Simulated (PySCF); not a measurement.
C₇H₂F₄N₂O₂, SMILES Fc1ccc(-c2nnc(C(F)(F)F)o2)o1.

The structure is a stationary point at B3LYP-D3(BJ)/def2-SVP. The structure was generated by enumeration, and PubChem lists no compound with its InChIKey, so it may never have been made. The values are those of a single conformer.

Two levels are set side by side: PBE/def2-SVP (PySCF) and ωB97X/def2-SVP (PySCF). Same geometry, gas phase. Differences are taken from unrounded values.

```tsv
quantity	ωB97X
orbital gap (eV)	9.33
highest occupied level (eV)	-9.24
lowest empty level (eV)	0.09
dipole moment (D)	3.63
mean polarisability (bohr³)	89.5
```

Q: What does PBE give, and how far is it from ωB97X? (The exact figures need the calculation; the answer reports its results.)

A: 
| quantity | PBE | PBE minus ωB97X |
|---|---|---|
| orbital gap (eV) | 3.33 | -6.00 |
| highest occupied level (eV) | -6.01 | 3.22 |
| lowest empty level (eV) | -2.68 | -2.77 |
| dipole moment (D) | 3.77 | 0.14 |
| mean polarisability (bohr³) | 97.5 | 8.0 |

Without exact exchange PBE keeps part of each electron's self-repulsion, which lifts occupied levels and narrows the gap. PBE's more diffuse valence density responds more strongly to a field. Differences between two approximate levels are no errors against the true value.

Rough cost on one machine, each run with all the roots and properties that it gave: ωB97X against PBE within a factor of 2.
